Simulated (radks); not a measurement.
The numbers below are computed, except where a source is named.
How relativity changes the ionisation of neutral rhodium ([Kr] 4d8 5s1) to Rh+ ([Kr] 4d8). Spin-unpolarised spherical Kohn-Sham, PBEsol, point nucleus unless stated (finite: rms radius 4.4945 fm), a radial shooting solver on a logarithmic mesh with Libxc functionals. A level marked "c x" has the speed of light scaled by that factor and shares open shells by 2j + 1; other Dirac levels either fill j = l - 1/2 first or share by 2j + 1.

| level | E(Rh) (hartree) | E(Rh+) (hartree) | IE (eV) | HOMO | <r> HOMO (bohr) |
|---|---|---|---|---|---|
| non-rel. | -4685.34241 | -4685.08691 | 6.952 | 5s | 3.429 |
| scalar-rel. | -4781.72707 | -4781.45283 | 7.462 | 5s | 3.275 |
| scalar-rel., finite nucleus | -4781.64221 | -4781.36799 | 7.462 | 5s | 3.275 |
| Dirac, 2j+1 shares | -4782.63650 | -4782.36220 | 7.464 | 5s1/2 | 3.275 |
| Dirac, low j first | -4782.64802 | -4782.37404 | 7.455 | 5s1/2 | 3.277 |
| Dirac, 2j+1 shares, finite nucleus | -4782.55145 | -4782.27717 | 7.464 | 5s1/2 | 3.275 |
| Dirac, c x 1.5 | -4727.29776 | -4727.03434 | 7.168 | 5s1/2 | 3.361 |
| Dirac, c x 2 | -4708.70213 | -4708.44226 | 7.071 | 5s1/2 | 3.391 |
| Dirac, c x 10 | -4686.26528 | -4686.00962 | 6.957 | 5s1/2 | 3.428 |

NIST Atomic Spectra Database: 7.459 eV (measured). The relativistic part of the total energy of Rh is -97.21 hartree (Dirac, 2j+1 shares, finite nucleus), 2.1 % of the non-relativistic value. Spin polarisation and multiplet splitting of open shells are left out at every level.

Beside tabulated values, note that relativity, absent from the non-relativistic runs, is large for the heavy elements, and spin-unpolarised runs miss the spin-polarisation part of the exchange energy of open shells.
